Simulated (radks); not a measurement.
Results of a calculation; reference values are marked as such.
Q: Ionisation of the europium ion Eu3+, [Xe] 4f6, to Eu4+, [Xe] 4f5, under several functionals. Scalar-relativistic Kohn-Sham, spin-polarised, spherical densities, finite nucleus; open shells are filled with parallel spins first (spin-orbit coupling, left out, can overturn this in heavy ions); a radial shooting solver on a logarithmic mesh with Libxc functionals. The NIST Atomic Spectra Database gives 42.9 eV (semi-empirical). Rank these functionals by the error of their Delta-SCF ionisation energy: HCTH/407; PW91; BP86; XLYP; exchange-only LDA; AM05; PBEsol; SCAN; TASK exchange with Perdew-Wang LDA correlation.

A: From best to worst: exchange-only LDA 43.086 eV (+0.146); XLYP 44.241 eV (+1.301); PBEsol 44.496 eV (+1.556); BP86 44.517 eV (+1.577); PW91 44.541 eV (+1.601); AM05 44.547 eV (+1.607); SCAN 44.738 eV (+1.798); TASK exchange with Perdew-Wang LDA correlation 44.867 eV (+1.927); HCTH/407 45.898 eV (+2.958). Open shells are spherical and high-spin; term and fine-structure splittings are not resolved. Spin-orbit splitting is averaged out at the scalar-relativistic level. No tabulated value is given for the 4+ ions of Nd, Pm and Eu to Yb, where it belongs to another shell than the one emptied here.
